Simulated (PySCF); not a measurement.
# Correlation energy of Bi (bismuth, neutral)

[Xe] 4f14 5d10 6s2 6p3, high-spin 4S determinant. Calculation: PySCF 2.14, in aug-cc-pwCVTZ-DK3 (11s10p8d5f1g, 125 functions); the spin-free X2C one-electron Hamiltonian (Gaussian nucleus). Frozen: [Xe] 4f14 5d10; 5 electrons correlated.

MP2 pair energies summed by pair of shells (mhartree):

```json
{"pair": "6s-6p", "energy": "-33.96", "share (%)": "63.6"}
{"pair": "6p-6p", "energy": "-11.27", "share (%)": "21.1"}
{"pair": "6s-6s", "energy": "-8.20", "share (%)": "15.3"}
```

Total MP2 correlation energy: -53.43 mhartree.

Same-spin part -14.99 and opposite-spin part -38.44 mhartree; SCS-MP2 scales them by 1/3 and 6/5 to -51.12 mhartree.

Spin-orbit coupling is strong in this species, so the high-spin LS determinant is a model state.
